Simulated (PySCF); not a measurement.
Spinor energies of S³⁺ (sulfur, charge +3)

Start: [Ne] 3s2 3p1; 3p1/2 filled at m_j = +1/2. Calculated with PySCF 2.14 in x2c-QZVPPall-2c: generalised Hartree-Fock with the X2C-1e Hamiltonian and a Gaussian nucleus; one run each with spin-orbit coupling (SO) switched off, then screened by Boettger's factors.

| spinor shell | electrons | ε, spin-free (eV) | ε, screened SO (eV) | weight of nominal j (screened SO) | rms radius, screened SO (bohr) |
| --- | --- | --- | --- | --- | --- |
| 1s1/2 | 2 | -2554.7 | -2554.6 | 1.000 | 0.112 |
| 2s1/2 | 2 | -288.16 | -288.13 | 1.000 | 0.514 |
| 2p1/2 | 2 | -223.45 | -224.72 | 0.987 | 0.488 |
| 2p3/2 | 4 | -223.45 | -222.78 | 0.993 | 0.491 |
| 3s1/2 | 2 | -57.768 | -57.757 | 0.996 | 1.64 |
| 3p1/2 | 1 | -47.174 | -47.250 | 0.942 | 1.79 |

| quantity | spin-free | screened SO |
| --- | --- | --- |
| E (hartree) | -396.17106 | -396.17439 |
| M_J | 1/2 | 1/2 |
| ⟨J²⟩ | 1.054 | 0.942 |
| ⟨L²⟩ | 2.050 | 2.050 |
| ⟨S²⟩ | 0.767 | 0.767 |

Each row is a mean over spinors that exchange with the open shell spreads, by up to 1.390 eV (2p1/2).

⟨J²⟩ departs a little from M_J(M_J + 1) because the unrestricted spinors polarise the closed shells.

Without spin-orbit coupling the j labels of p, d and f shells carry no meaning; the spin-free column gives the mean over the occupied spinors of each nl shell, and its ⟨J²⟩ belongs to a mixture of degenerate components.
